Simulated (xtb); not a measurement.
C4H10Ga (SMILES C[CH2][Ga+][CH2]C), charge +1, singlet, geometry from GFN2-xTB (such geometries of metal compounds can be far from the true shape). Base run: GFN0-xTB (xtb).

Geometry (Å):
```xyz
15

Ga    -0.0617     0.0118     0.1369
C      1.6691    -0.9075     0.9767
C      1.7807    -2.3664     0.5656
H      1.5604    -0.7923     2.0613
H      2.5194    -0.3136     0.6224
H      1.8719    -2.4791    -0.5162
H      0.9299    -2.9538     0.9146
H      2.6796    -2.7881     1.0168
C     -1.7940     0.9452    -0.6834
C     -1.4554     2.2907    -1.3041
H     -2.4952     1.0423     0.1534
H     -2.1906     0.2390    -1.4217
H     -0.7445     2.1925    -2.1265
H     -1.0538     2.9888    -0.5678
H     -2.3685     2.7281    -1.7093
```
Charge +1, spin multiplicity 1.
All else is at xtb's defaults.
Base energy -13.52383 Eh.

The base run was repeated with changes; each row names its change, and settings that it needs were set with it.

```
change        ΔE vs base (mEh)  HOMO-LUMO gap (eV)
------------  ----------------  ------------------
base                     0.000                2.16
acc = 30                 0.000                2.16
acc = 0.0001             0.000                2.16
```
